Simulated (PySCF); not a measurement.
Species: C5H11FO.
SMILES: `CO[C@H](C)CCF`

Torsions of this conformer, `[CH3:1][O:2][C@H:3]([CH3:4])[CH2:5][CH2:6][F:7]`: C1–O2–C3–C4 -80°, O2–C3–C5–C6 -60°, C3–C5–C6–F7 -61°.

The closed-shell ground state was solved at several levels (PySCF, density fitting, gas phase, non-relativistic). One conformer (not necessarily the lowest) at the PBE0-D3(BJ)/def2-SVP geometry, without solvent, vibrations or thermal averaging.

| level | basis functions | total energy (Eh) | HOMO (eV) | LUMO (eV) | gap (eV) | dipole (D) |
| --- | --- | --- | --- | --- | --- | --- |
| KT2/pcSseg-1 | 174 | -377.9462 | -6.00 | 0.57 | 6.57 | 1.21 |
| PBE0/pcSseg-1 | 174 | -371.7493 | -7.41 | 1.52 | 8.93 | 1.29 |
| B3LYP/pcJ-1 | 299 | -372.2275 | -7.17 | 1.23 | 8.40 | 1.28 |

Q: Estimate the row for B3LYP/def2-SVPD, a basis of 234 functions; the other rows only guide the guess.

A: Total energy -371.9615 Eh, HOMO -7.28 eV, LUMO 0.44 eV, gap 7.72 eV, dipole 1.36 D.

Q: Over all these levels, which gives the widest orbital gap and which the narrowest?

A: PBE0/pcSseg-1 (global hybrid, 25 % exact exchange) has the widest, 8.93 eV, and KT2/pcSseg-1 (GGA) the narrowest, 6.57 eV. The two share the basis. From the narrowest to the widest the HOMO moves by -1.41 eV and the LUMO by +0.95 eV.

Q: How far do the dipole and the HOMO energy spread over the levels?

A: The dipole runs from 1.21 to 1.36 D (mean 1.28 D) and the HOMO from -7.41 to -6.00 eV.
